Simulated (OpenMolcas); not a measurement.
V3+ (d2) among equal point charges was computed by CASSCF with the d shell active (OpenMolcas, ANO-RCC-VDZP on the metal). Its lowest spin-free states, and all those of the highest spin:

```csv
2S+1,Degeneracy,E (cm-1)
3,1,0.0
3,2,802.6
3,1,2264
3,2,3076
3,1,5144
1,1,13888
1,1,14724
1,2,15335
1,1,16561
3,2,17432
1,1,21103
1,2,21177
3,1,21377
```

Problem. Is the site octahedral, tetrahedral or cube-like, axial, or of lower symmetry?

Solution. The states with 2S+1 = 3 have orbital degeneracies 1, 2, 1, 2, 1, 2, 1. There are pairs but no triples, so the site is axial: not cubic, but with a proper or improper axis of order three or more. The run had V3+ among 5 point charges of -1.3 e arranged as a square pyramid (C4v), 2.09 Å from the ion, with the axial distance 1.881 Å.

Without dynamic correlation the repulsion within the d shell is too large (B by tens of per cent), so at a given field states of lower spin stand too high. This is an electrostatic model: the charges have no orbitals. An unlabelled pair can be two single states that coincide in this model. No measured value stands beside these numbers.
